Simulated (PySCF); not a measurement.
Compound: C6H9F3.
Z-matrix (Å and degrees, PBE0-D3(BJ)/def2-SVP geometry), rows numbered from 1:
```
C 
C   1  1.5198
C   2  1.5215  1  113.16
C   3  1.5282  2  113.11  1  -179.41
C   4  1.4839  3  113.07  2   175.71
F   5  1.3390  4  115.69  3   -64.38
C   5  1.3325  4  126.35  3   113.90
F   7  1.3150  5  123.11  4     1.52
F   7  1.3096  5  124.88  4  -179.03
H   1  1.1004  2  111.63  3   179.65
H   1  1.1018  2  111.22  3    59.43
H   1  1.1018  2  111.24  3   -60.16
H   2  1.1046  1  109.70  3  -122.07
H   2  1.1046  1  109.72  3   122.25
H   3  1.1041  2  109.87  1    58.63
H   3  1.1035  2  109.60  1   -57.56
H   4  1.1050  3  109.34  2    55.43
H   4  1.1005  3  110.60  2   -61.73
```

Computed, not measured: PBE0-D3(BJ)/def2-SVP geometry optimisation, gas phase in PySCF.

Take the most abundant isotopes and a rigid rotor. The values belong to one conformer with, in the numbering `[CH3:1][CH2:2][CH2:3][CH2:4][C:5]([F:6])=[C:7]([F:8])[F:9]`, C1–C2–C3–C4 -179°, C2–C3–C4–C5 176°, C3–C4–C5–F6 -64°.

(1) Give the principal moments of inertia and the rotational constants in MHz.

(2) What kind of rotor is it?

(3) What does the inertial defect say?

(4) Give the coordinates in the principal-axis frame, origin at the centre of mass.

(5) Which lines would a microwave search look for?

(6) Estimate the classical rotational partition function at 50 K, 200 K and 500 K.

## Answers

(1) Ia = 150.13, Ib = 769.41, Ic = 858.32 u·Å²; 505379 MHz·u·Å²/I gives A = 3366, B = 656.8, C = 588.8 MHz.

(2) A near-prolate asymmetric top: κ = (2 × 656.8 − 3366 − 588.8)/(3366 − 588.8) = -0.95.

(3) Not planar: Δ = Ic − Ia − Ib = -61.21 u·Å². For a rigid frame Δ = −2 Σ m c², so Σ m c² = 30.61 u·Å² lies off the ab plane: 10.84 from hydrogen and 19.77 from heavier atoms. The atom farthest from that plane is 1.73 Å away.

(4) The sense of each axis is arbitrary; atoms in the order of the calculation.
| atom | mass (u) | a (Å) | b (Å) | c (Å) |
| --- | --- | --- | --- | --- |
| C1 | 12.000 | -4.192 | -0.122 | 0.620 |
| C2 | 12.000 | -3.040 | -0.367 | -0.340 |
| C3 | 12.000 | -1.698 | 0.098 | 0.205 |
| C4 | 12.000 | -0.542 | -0.135 | -0.767 |
| C5 | 12.000 | 0.749 | 0.409 | -0.277 |
| F6 | 18.998 | 0.802 | 1.740 | -0.137 |
| C7 | 12.000 | 1.827 | -0.297 | 0.059 |
| F8 | 18.998 | 1.885 | -1.608 | -0.033 |
| F9 | 18.998 | 2.948 | 0.213 | 0.506 |
| H10 | 1.008 | -5.150 | -0.461 | 0.198 |
| H11 | 1.008 | -4.293 | 0.949 | 0.857 |
| H12 | 1.008 | -4.039 | -0.656 | 1.571 |
| H13 | 1.008 | -3.238 | 0.147 | -1.298 |
| H14 | 1.008 | -2.980 | -1.442 | -0.585 |
| H15 | 1.008 | -1.478 | -0.421 | 1.154 |
| H16 | 1.008 | -1.750 | 1.173 | 0.450 |
| H17 | 1.008 | -0.772 | 0.351 | -1.732 |
| H18 | 1.008 | -0.422 | -1.209 | -0.975 |

(5) The dipole components are |μa| = 1.71 D, |μb| = 0.73 D, |μc| = 0.48 D. Intensities carry the squares of the components, which stand as 1.00 : 0.18 : 0.08 (a : b : c). Some lines, for components of 0.1 D or more:

```
type  branch         J(Ka,Kc)    MHz  lower level (cm⁻¹)
   a       R  1(0,1) ← 0(0,0)   1246               0.000
   c       Q  4(1,4) ← 4(0,4)   2419               0.415
   a       R  2(1,2) ← 1(1,1)   2423               0.132
   b       Q  4(1,3) ← 4(0,4)   3099               0.415
   a       R  3(1,3) ← 2(1,2)   3634               0.213
   a       R  3(2,2) ← 2(2,1)   3737               0.491
   b       R  5(0,5) ← 4(1,4)   3784               0.496
   a       R  3(1,2) ← 2(1,1)   3838               0.220
   a       R  5(0,5) ← 4(0,4)   6203               0.415
   a       R  5(2,4) ← 4(2,3)   6225               0.782
   c       Q  5(2,4) ← 5(1,4)   7725               0.731
   b       Q  5(2,3) ← 5(1,4)   7770               0.731
   c       R  2(2,0) ← 1(1,0)  10689               0.134
   b       R  2(2,0) ← 1(1,1)  10757               0.132
   b       R  3(2,2) ← 2(1,1)  11865               0.220
   b       Q  5(3,2) ← 5(2,3)  13685               0.991
   b       Q  4(3,1) ← 4(2,2)  13703               0.782
   b       R  5(2,3) ← 4(1,4)  14842               0.496
   b       R  3(3,1) ← 2(2,0)  17454               0.491
   c       R  4(3,2) ← 3(2,2)  18703               0.615
   c       R  5(3,2) ← 4(2,2)  19936               0.782
   c       R  5(3,3) ← 4(2,3)  19954               0.782
   b       R  5(3,2) ← 4(2,3)  19955               0.782
   b       R  5(5,1) ← 4(4,0)  30920               1.880
   c       R  5(5,1) ← 4(4,1)  30920               1.880
```

(6) Point group C1, symmetry number σ = 1; q = (√π/σ)·√((kT/h)³/(ABC)), k/h = 20836.6 MHz/K: 52200 at 50 K, 418000 at 200 K, 1650000 at 500 K.

No PBE0-D3(BJ)/def2-SVP frequencies stand behind this structure, so it isn't proved a minimum. Constants of a rigid frame at the computed geometry: no zero-point averaging, no centrifugal distortion. A rigid rotor knows nothing of internal rotation, which can split or shift real lines.

Time: 84 s. Hardware: one thread of an Arm Neoverse V1, no GPU, shared host. That covers the optimisation of the geometry.
